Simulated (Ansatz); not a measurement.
System: C₃H₇S (charge +1, singlet). It need not be the lowest isomer of its formula. 
Coordinates optimised at B3LYP-D3(BJ)/def2-TZVP (Ansatz, an electronic-structure program):
```xyz
11

C      0.0075     1.3709     0.1754
C     -1.1444     0.3535     0.2386
S     -0.0051    -1.0437    -0.2653
C      1.1464     0.3396     0.2488
H      0.0084     2.1070     0.9762
H      0.0149     1.8933    -0.7802
H     -1.9936     0.4647    -0.4283
H     -1.4784     0.1069     1.2447
H      2.0028     0.4405    -0.4105
H      1.4684     0.0890     1.2579
H      0.0023    -0.7855    -1.5923
```
Charge +1, spin multiplicity 1.

Basis-set convergence of Hartree-Fock and CCSD correlation energies (hartree) with Ansatz. Correlated levels leave the core frozen unless marked. No spin-orbit coupling. Non-relativistic.

```csv
basis,functions,E(HF),"E(corr, CCSD)"
cc-pV(D+d)Z,100,-514.93984,-0.60636
cc-pV(T+d)Z,227,…,…
```

Problem. Some entries are withheld; supply them.

Solution. 
- cc-pV(T+d)Z, E(HF): -514.99112
- cc-pV(T+d)Z, E(corr, CCSD): -0.72707
